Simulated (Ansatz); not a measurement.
```yaml
crystal:
  periodic: [false, false, false]
  atoms:
    - {symbol: Mg, position_ang: [1.280799, 2.411360, -1.929364]}
    - {symbol: Mg, position_ang: [1.914172, -0.156665, -0.795615]}
    - {symbol: Mg, position_ang: [-2.208721, 0.846288, 0.908447]}
    - {symbol: Mg, position_ang: [-0.303946, -1.653414, 0.680744]}
    - {symbol: S, position_ang: [0.336678, 1.643936, 0.407168]}
    - {symbol: S, position_ang: [-0.606693, 0.530139, -1.216668]}
    - {symbol: S, position_ang: [-2.289747, -1.330289, 1.826116]}
    - {symbol: S, position_ang: [1.877468, -2.291334, 0.119172]}
basis:
  gaussian: {orbitals: def2-TZVPD, initial_orbitals: start.molden}
total_charge: -1
magnetization: {spin_polarized: true, initial_magnetization: 1}
hamiltonian: {xc: {name: CAM-B3LYP}, dispersion: d4}
scf: {omitted_lower_state_checks: [starts]}
output: {orbitals: {seedname: orbitals}}
```

The file start.molden holds the orbitals of an earlier run on this structure, at another level or in another basis.

```sh
$ ansatz run in.yaml --threads 4 --pin off --events-out ev --progress --plain --max-ram 4787MiB
```

Q: Does this run fit into the memory that it is given?

A: No. It has 324 basis functions, and Ansatz plans for 7 GiB where 5 GiB are given.
